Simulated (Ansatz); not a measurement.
Relaxation of FGe2H7 (10 atoms, charge 0, multiplicity 1), to a largest force component of 0.03 eV/Å in at most 50 steps.

These are results of Ansatz, RKS PBE-D4/def2-SVP, not measurements.

```xyz
10
Properties=species:S:1:pos:R:3
Ge -0.440 0.133 -0.526
Ge -0.262 -0.152 3.071
H -0.875 -0.524 4.454
H 0.885 -1.140 2.765
H 0.252 1.304 3.132
F 0.910 0.583 0.532
H -0.279 1.026 -1.781
H -0.264 -1.370 -0.843
H -1.727 0.402 0.287
H -1.380 -0.262 2.002
```

Problem. Where does it end, and by what steps?

Solution. The run converged. The force dipped under the threshold on the way, but the program's further checks kept it going. After 13 steps the energy has fallen by 0.176 eV; H9 moved furthest, 0.82 Å.

```json
{"step": "0", "energy less start (eV)": "0.0000", "largest force component (eV/Å)": "0.415", "accepted": "yes"}
{"step": "1", "energy less start (eV)": "-0.1144", "largest force component (eV/Å)": "0.207", "accepted": "yes"}
{"step": "2", "energy less start (eV)": "-0.1368", "largest force component (eV/Å)": "0.257", "accepted": "yes"}
{"step": "3", "energy less start (eV)": "-0.1560", "largest force component (eV/Å)": "0.442", "accepted": "yes"}
{"step": "4", "energy less start (eV)": "-0.1697", "largest force component (eV/Å)": "0.049", "accepted": "yes"}
{"step": "5", "energy less start (eV)": "-0.1723", "largest force component (eV/Å)": "0.018", "accepted": "yes"}
{"step": "6", "energy less start (eV)": "-0.1733", "largest force component (eV/Å)": "0.037", "accepted": "yes"}
{"step": "7", "energy less start (eV)": "-0.1736", "largest force component (eV/Å)": "0.016", "accepted": "yes"}
{"step": "8", "energy less start (eV)": "-0.1741", "largest force component (eV/Å)": "0.018", "accepted": "yes"}
{"step": "9", "energy less start (eV)": "-0.1745", "largest force component (eV/Å)": "0.047", "accepted": "yes"}
{"step": "10", "energy less start (eV)": "-0.1748", "largest force component (eV/Å)": "0.048", "accepted": "yes"}
{"step": "11", "energy less start (eV)": "-0.1753", "largest force component (eV/Å)": "0.078", "accepted": "yes"}
{"step": "12", "energy less start (eV)": "-0.1759", "largest force component (eV/Å)": "0.052", "accepted": "yes"}
{"step": "13", "energy less start (eV)": "-0.1763", "largest force component (eV/Å)": "0.002", "accepted": "yes"}
```

```xyz
10
Properties=species:S:1:pos:R:3
Ge -0.493 0.217 -0.788
Ge -0.197 -0.234 3.337
H -0.673 -0.672 4.749
H 1.117 -0.971 2.995
H 0.014 1.296 3.326
F 0.687 0.633 0.464
H 0.068 0.806 -2.106
H -0.574 -1.329 -0.825
H -1.832 0.875 -0.376
H -1.298 -0.621 2.316
```

Whether the end is a true minimum wasn't checked by a vibrational analysis.

Time of the run: 15 s on 4 threads of Arm Neoverse V1 (shared host), peak memory 0.16 GiB.
